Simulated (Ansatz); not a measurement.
```yaml
crystal:
  periodic: [false, false, false]
  atoms:
    - {symbol: O, position_ang: [-2.542778, 1.423405, 3.213735]}
    - {symbol: Ge, position_ang: [-1.894957, 2.171181, -0.275109]}
    - {symbol: Si, position_ang: [1.325299, -0.681969, -1.837350]}
    - {symbol: O, position_ang: [1.837532, -2.538904, 0.710838]}
    - {symbol: F, position_ang: [3.480203, 1.027190, -2.255481]}
    - {symbol: H, position_ang: [-1.363952, -0.213191, 3.638313]}
    - {symbol: H, position_ang: [-1.433559, 4.826972, -0.087417]}
    - {symbol: H, position_ang: [-4.614384, 1.478202, -1.340975]}
    - {symbol: H, position_ang: [0.850516, -1.593847, -4.056316]}
    - {symbol: H, position_ang: [2.942395, -3.984410, 0.802286]}
basis:
  gaussian: {orbitals: STO-3G}
hamiltonian: {xc: {name: PBE}, dispersion: d3bj, pseudopotentials: {relativity: scalar}}
scf: {lower_state_search: off}
output: {forces: true}
```

```sh
$ ansatz run in.yaml --threads 4 --pin off --events-out ev --progress --plain --max-ram 10444MiB
```

It prints (some lines left out):

```
Functional definition: PBE
518 factors; integrals over basis functions are off by at most 3.8e-5 eV
mean field evaluation 1: about -69287.3474 eV, gradient 1.8e2 eV
mean field evaluation 2: about -70075.3293 eV, gradient 4.6e1 eV
mean field evaluation 4: about -70419.3984 eV, gradient 9.5e1 eV
mean field evaluation 8: about -70419.3976 eV, gradient 9.5e1 eV
mean field evaluation 16: about -70855.6139 eV, gradient 1.4e1 eV
mean field evaluation 32: about -70862.7432 eV, gradient 2.9e-2 eV
mean field -70862.62758311 eV, -2604.1535312651 hartree, gradient 2.9e-6 eV, S^2 0.000000; 0 other end points of the search recorded, 0 dependent functions left out
reference -70862.62761869 eV, -2604.1535325726 hartree; 38, 38 occupied and 9, 9 virtual orbitals, 518 factors
Total energy: -70862.77499831 eV, -2604.1589486738 hartree
Relativity: scalar
Atom 0 at    -2.542778     1.423405     3.213735 Å, force     2.441836    -3.029399     0.043367 eV/Å
Atom 1 at    -1.894957     2.171181    -0.275109 Å, force    -1.328643     2.122048     0.253626 eV/Å
Atom 2 at     1.325299    -0.681969    -1.837350 Å, force     1.579641     0.015263    -2.618908 eV/Å
Atom 3 at     1.837532    -2.538904     0.710838 Å, force     2.908552    -3.471507    -0.532916 eV/Å
Atom 4 at     3.480203     1.027190    -2.255481 Å, force    -2.287970    -1.904909     0.372753 eV/Å
Atom 5 at    -1.363952    -0.213191     3.638313 Å, force    -2.314900     3.251405    -0.893157 eV/Å
Atom 6 at    -1.433559     4.826972    -0.087417 Å, force    -0.632985    -3.005444    -0.220831 eV/Å
Atom 7 at    -4.614384     1.478202    -1.340975 Å, force     1.917574     0.592193     0.775337 eV/Å
Atom 8 at     0.850516    -1.593847    -4.056316 Å, force     0.819648     1.293127     3.215759 eV/Å
Atom 9 at     2.942395    -3.984410     0.802286 Å, force    -3.102754     4.137222    -0.395030 eV/Å
Dipole moment:     0.252544    -0.168534    -0.147638 e Å
Checks for a lower state left out: stability, starts, cluster_reference, orbital_swaps, neighbouring_geometries, increment
```

In this input the coordinates are in bohr but typed as ångström. The run converged. The result belongs to that input, not to the molecule as meant.
